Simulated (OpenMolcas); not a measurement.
**Ga+: terms and fine structure**

```json
{
  "Program": "OpenMolcas 26.06",
  "Method": "SS-RASPT2, IPEA 0.25 Eh, imaginary shift 0.1 Eh (closed shells correlated: 3d)",
  "Basis": "ANO-RCC-VTZP [6s5p3d1f]",
  "Scalar Hamiltonian": "DKH2, point nucleus",
  "Active space": "2 electrons in 9 orbitals (RAS2 4s 4p; RAS3 4d, at most 2 electrons)",
  "State averaging": "2S+1 = 3 even, 3 roots; 2S+1 = 1 even, 7 roots; 2S+1 = 3 odd, 3 roots; 2S+1 = 1 odd, 3 roots",
  "Spin-orbit coupling": "RASSI with atomic mean-field integrals over the reference wave functions, term energies averaged over their components"
}
```

With spin-orbit coupling, above the lowest level:

```tsv
Configuration	Term	J	E (cm⁻¹)	Measured (cm⁻¹)	g	Term weight %
4s²	¹S	0	0.0	0.0		100
4s 4p	³P°	0	45688	47368		100
4s 4p	³P°	1	46057	47814	1.501	100
4s 4p	³P°	2	46822	48750	1.501	100
4s 4p	¹P°	1	70198	70701	1.000	100
```

Against the 4 measured excited levels shown (NIST Handbook of Basic Atomic Spectroscopic Data) the mean absolute deviation is 1500 cm-1; the largest miss in energy is 4s 4p ³P°₂: computed 46822, measured 48750 cm⁻¹ (-4.0 %).

Active for correlation alone: 4d; no level in the range computed is led by a configuration that fills it, so any true level of that kind is missing. Computed and measured levels are paired by configuration, term and J; levels that our copy of the source lacks, or whose pairing is in doubt (as where it misses far off the trend of its configuration), stay unpaired and out of the deviations. Levels of configurations outside the active space are missing. The first state left out of the spin-orbit step lies near 140000 cm-1 above the lowest spin-free state of the reference (among the parities and spins computed), and the list stops at four fifths of that energy or lower.

The term weight is that of the spin-free term in the level, not the purity of its configuration. ° marks odd parity.
